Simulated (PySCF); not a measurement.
## Te: ionisation energy

Te [Kr] 4d10 5s2 5p4 (3P) → Te⁺ [Kr] 4d10 5s2 5p3 (4S), as a difference of total energies. All numbers are calculated (PySCF 2.14, a scalar-relativistic core potential, in aug-cc-pwCVDZ-PP with ECP28MDF). Correlated levels: valence: 4s2 4p6 4d10 frozen. The calculations carry no spin-orbit coupling.

| method | ionisation energy (eV) | error (eV) |
| --- | --- | --- |
| UHF | 7.703 | -1.046 |
| MP2 (valence) | 8.131 | -0.618 |
| SCS-MP2 (valence) | 8.152 | -0.597 |
| CCSD (valence) | 8.176 | -0.573 |
| CCSD(T) (valence) | 8.195 | -0.554 |

Reference: 8.749 eV (measured; NIST levels, between the centres of gravity of the two terms).

Errors of the correlated levels include the incompleteness of this basis and the frozen core.
